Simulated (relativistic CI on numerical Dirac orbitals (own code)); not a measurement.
Sensitivity of the levels of Dy⁴⁴⁺ to α and to the nuclear radius

These numbers are calculated, not measured: Dirac-Coulomb-Breit CI, orbitals from a KLI potential per configuration, derivatives by finite differences, unscaled Slater integrals, QED left out (own radial code, finite nucleus).

Configurations in the expansion (outside the closed core [Ne] 3s2): 3p6 3d4, 3p5 3d5, 3p6 3d3 4p, 3p6 3d2 4s 4p, 3p6 3d2 4s2, 3p6 3d 4s2 4p. Double excitations out of closed p, d and f shells are left out; levels of such configurations are missing from the list, as are those of other unlisted configurations, and high levels can miss mixing partners.

With x = (α/α₀)² − 1 an excitation energy changes as ω = ω₀ + qx; K = 2q/ω₀ is the relative enhancement. Terms are leading LS components, so labels can repeat. The field-shift factor is F = δν/δ⟨r²⟩ for the transition from the lowest level.

Lowest level 3p6 3d4 3P_0.

```tsv
Level	ω₀ (cm⁻¹)	q (cm⁻¹)	K	F (GHz/fm²)
3p6 3d4 5D_1	271378	338100	2.49	5.37
3p6 3d4 3F_4	358974	329200	1.83	5.63
3p6 3d4 5D_2	369362	372400	2.02	6.2
3p6 3d4 3F_3	397511	361400	1.82	6.17
3p6 3d4 5D_0	611763	668200	2.18	10.9
3p6 3d4 5D_2	624853	635300	2.03	10.5
3p6 3d4 3H_4	627563	669100	2.13	11
3p6 3d4 5D_3	644740	664700	2.06	11
3p6 3d4 3H_5	671498	657000	1.96	11
3p6 3d4 3H_6	691002	653700	1.89	11.1
3p6 3d4 3P_1	706186	682100	1.93	11.4
3p6 3d4 3G_4	734547	666400	1.81	11.4
3p6 3d4 3F_3	738537	652700	1.77	11.2
```

At this charge energies of transitions that change n are usually good to better than 1 %, and those within a shell (Δn = 0) to a few per cent.
